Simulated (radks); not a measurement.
Results of a calculation; reference values are marked as such.
Q: The mean radii <r> (bohr) of the occupied orbitals of an atom or ion are listed with their occupations. Level of theory: Dirac Kohn-Sham, BLYP, spin-unpolarised, spherical densities, finite nucleus; Fermi nuclear charge, rms radius of each element as measured or else 0.836 A^(1/3) + 0.57 fm (a radial shooting solver on a logarithmic mesh with Libxc functionals).

| orbital | occ. | <r> |
|---|---|---|
| 1s1/2 | 2 | 0.06641 |
| 2s1/2 | 2 | 0.3049 |
| 2p1/2 | 2 | 0.2683 |
| 2p3/2 | 4 | 0.2710 |
| 3s1/2 | 2 | 0.8099 |

Name the element and its charge. Open shells, if any, fill j = l - 1/2 first.

A: Z = 23, vanadium, charge +11: V11+ in [Ne] 3s2. The 1s radius gives Z: for a bare nucleus <r> = (2 gamma + 1)/(2Z) with gamma = sqrt(1 - (Z/c)^2), 0.0646 bohr for Z = 23, and screening makes it slightly larger (0.06641 here). The occupations add up to 12, and the charge is Z minus that.
